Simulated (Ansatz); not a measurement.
A nudged elastic band was laid between two geometries of CH$_{5}$NSSi (9 atoms, charge 0, multiplicity 1).

These are results of RKS PBE-D4/def2-SVP (Ansatz 0.2.0), not measurements.

```json
{
 "movable images": "7",
 "climbing image": "yes",
 "spring": "5.0 eV/Å²",
 "optimiser": "quadratic models (default)",
 "start path": "IDPP",
 "force threshold": "0.05 eV/Å",
 "iteration limit": "60",
 "end points": "relaxed"
}
```

Initial state:

```xyz
9
Properties=species:S:1:pos:R:3
N -0.900 0.553 -1.071
Si 0.626 0.293 -0.300
C 0.231 -0.594 1.338
S -1.256 -1.176 1.696
H -1.660 -0.013 -0.668
H -0.987 0.643 -2.084
H 1.618 -0.587 -1.034
H 1.362 1.568 0.029
H 1.053 -0.732 2.077
```

Final state:

```xyz
9
Properties=species:S:1:pos:R:3
N -0.769 0.718 -1.211
Si 0.603 0.345 -0.210
C 0.270 -0.893 1.203
S -1.195 -1.594 1.416
H -1.524 1.243 -0.758
H -1.185 -0.073 -1.714
H 1.688 -0.259 -1.064
H 1.101 1.620 0.419
H 1.099 -1.154 1.903
```

Problem. What changes between the two ends?

Solution. No bond is made or broken. The dihedral H6–N1–Si2–H7 goes from -36 to 59°.

Problem. What energy profile does the band end with?

Solution. The run converged. The highest image is number 4 of 0 to 8, 1.1 kJ/mol above the first end and 0.4 kJ/mol above the last; the last end lies 0.7 kJ/mol above the first. The top lies less than 8 meV above the higher end, about what the thresholds resolve: that end is a shoulder or a very shallow well. A vibrational analysis at the climbing image gives one clearly imaginary mode, 90i cm⁻¹: a first-order saddle point.

```csv
image,path coordinate (Å),energy (kJ/mol),dihedral H6–N1–Si2–H7 (°)
0,0.00,0.0,-36
1,0.25,0.2,-23
2,0.49,0.6,-10
3,0.74,1.0,4
4,0.99,1.1,17
5,1.24,1.0,29
6,1.50,0.8,40
7,1.76,0.7,50
8,2.01,0.7,59
```

Problem. What is the geometry of the highest image?

Solution. 
```xyz
9
Properties=species:S:1:pos:R:3:forces:R:3
N -0.852 0.669 -1.135 -0.02 0.02 -0.02
Si 0.604 0.362 -0.240 0.02 0.00 0.02
C 0.276 -0.797 1.240 0.01 0.00 -0.01
S -1.241 -1.252 1.652 -0.01 0.00 0.00
H -1.718 0.549 -0.595 0.00 -0.01 0.01
H -0.947 0.193 -2.036 0.00 -0.01 0.00
H 1.642 -0.240 -1.151 0.00 0.00 0.00
H 1.193 1.608 0.378 0.00 0.00 0.00
H 1.131 -1.137 1.870 0.00 0.00 0.00
```

Time of the run: 4.2 min on 1 thread of Intel(R) Xeon(R) Processor @ 2.50GHz (Skylake/Cascade Lake) (shared host), peak memory 0.14 GiB.
